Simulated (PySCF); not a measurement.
```xyz
4
charge 0 multiplicity 1, angstrom
Se    0.2042   -0.1222    0.1033
O    -1.1348    0.5297   -0.5741
H     0.4376    0.6424    1.3880
H     1.3775    0.6424   -0.4697
```

These are results of PBE0 in PySCF with Se def2-TZVP, O def2-TZVP, H def2-TZVP; no relativity; density-fitted integrals, not measurements.

This geometry of H₂SeO is a stationary point at this level.

Q: What is the point group?

A: Cs.

Q: Is it a minimum?

A: Yes: all harmonic wavenumbers are real.

Q: Which band is strongest in the infrared?

A: 2171 cm⁻¹ (a'), 120 km/mol.

Q: Give the atomic charges and bond orders.

A: 
```json
{"atom": "Se1", "Mulliken": "0.38", "Löwdin": "0.43", "polar tensor": "0.87", "Mayer order to Se1": "–"}
{"atom": "O2", "Mulliken": "-0.57", "Löwdin": "-0.48", "polar tensor": "-0.62", "Mayer order to Se1": "1.65"}
{"atom": "H3,4", "Mulliken": "0.09", "Löwdin": "0.03", "polar tensor": "-0.12", "Mayer order to Se1": "0.89"}
```

This need not be the most stable arrangement of these atoms.
